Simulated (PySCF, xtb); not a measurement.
C₂H₆BFO₂, SMILES C[C@@H](F)B(O)O. The values are those of a single conformer.

Harmonic wavenumbers (cm⁻¹) from GFN2-xTB in xtb at its own minimum, in rising order: 43, 168, 173, 232, 347, 414, 461, 496, 582, 615, 711, 895, 931, 977, 1000, 1066, 1108, 1213, 1261, 1286, 1366, 1398, 1477, 1494, 2894, 3030, 3044, 3045, 3597, 3655.

Question: What does PBE-D3(BJ)/def2-SVP (PySCF) give at its own minimum? (An estimate is asked for; the answer gives what the named calculation found.)

Answer: 62, 188, 216, 262, 357, 421, 476, 488, 615, 660, 735, 867, 972, 975, 1019, 1059, 1100, 1218, 1289, 1339, 1359, 1403, 1431, 1471, 2939, 2970, 3059, 3068, 3669, 3777. Paired by order, the mean absolute difference is 29 cm⁻¹ and the zero-point energies are 55.7 and 56.4 kcal/mol.
